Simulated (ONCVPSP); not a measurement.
# Pd: one change to an ONCV potential, before and after

* Element: Pd
* Generator: ONCVPSP 4.0.1
* Type: optimised norm-conserving Vanderbilt (ONCV)
* Functional: PBEsol
* Relativity: fully relativistic
* Frozen core: [Ar] 3d10
* Valence charge: 18
* Reference configuration: 4s2 4p6 4d10
* Partial waves: 4s: rc 1.40 bohr, ncon 4, nbas 7, qcut 10.1 1/bohr, 2 projectors, debl 2.5 Ha; 4p: rc 1.60 bohr, ncon 5, nbas 9, qcut 8.4 1/bohr, 2 projectors, debl 3.9 Ha; 4d: rc 1.45 bohr, ncon 3, nbas 6, qcut 6.5 1/bohr, 2 projectors, debl 1.6 Ha
* Local potential: polynomial inside 0.95 bohr (lpopt 5, dvloc0 6 Ha)
* Core correction: Teter function, fcfact 4.5, rcfact 1.65

Open shells are filled in proportion to 2j + 1.

In the s channel the program set the typed energies aside and used -3.131, 0.250 Ha.

All-electron outer shells of the reference configuration (PBEsol, scalar-relativistic, ld1.x):

```
shell  level (eV)  outermost node (bohr)  outermost maximum (bohr)
   4s      -85.25                   0.45                      0.85
   4p      -51.14                   0.46                      0.91
   4d       -4.05                   0.45                      1.10
```

Change: d: ncon 5, nbas 8.

Cutoffs: the cutoffs (Ha) at which the residual kinetic energy of the hardest occupied pseudo-wave falls to 1 and 0.1 mHa per electron; they do not see the model core or the augmentation charge, which bear on the density cutoff. Errors are all-electron minus pseudo energies relative to the spin-unpolarised reference configuration.

Q: How do hardness, ghosts and transferability respond?

A: The potential gets harder (39 Ha and 79 Ha → 73 Ha and 99 Ha); a bound ghost appears in d, which as a rule spoils a file; of the 3 tests that both files solve, the error grows in 0 and shrinks in 3 by more than 15 % and 0.3 meV (median size 7.7 → 2.3 meV).

| quantity | base | changed |
| --- | --- | --- |
| cutoff, loose | 39 Ha | 73 Ha |
| cutoff, tight | 79 Ha | 99 Ha |
| loose cutoff by channel | s 33 Ha, p 17 Ha, d 39 Ha | s 33 Ha, p 17 Ha, d 73 Ha |
| bound ghosts | none | d3/2 |
| GHOST(+) flags under 300 eV | none | none |
| tests with a reliable result | 3 of 4 | 3 of 4 |
| error for 4s2 4p6 4d9, meV [ΔE 9.13 eV] | -3.9 | +0.8 |
| error for 4s2 4p6 4d8, meV [ΔE 29.94 eV] | -7.7 | +2.3 |
| error for 4s1 4p6 4d10, meV [ΔE 91.47 eV] | -105 | -69 |
| s: phases at 1.42 bohr within 0.05 rad from the reference energy up to (Ha; the scan ends near 5) | to the end of the scan | to the end of the scan |
| p3/2: phases at 1.63 bohr within 0.05 rad from the reference energy up to (Ha; the scan ends near 5) | to the end of the scan | to the end of the scan |
| p1/2: phases at 1.63 bohr within 0.05 rad from the reference energy up to (Ha; the scan ends near 5) | to the end of the scan | to the end of the scan |
| d5/2: phases at 1.47 bohr within 0.05 rad from the reference energy up to (Ha; the scan ends near 5) | to the end of the scan | to the end of the scan |
| d3/2: phases at 1.47 bohr within 0.05 rad from the reference energy up to (Ha; the scan ends near 5) | to the end of the scan | to the end of the scan |
| rms error of d²Exc/dni dnj with the model core, mHa | 2.61 | 2.59 |

 A true bound ghost makes a file unfit for plane-wave use even where its test errors are small: the radial tests pick states by their node count and pass the ghost by.
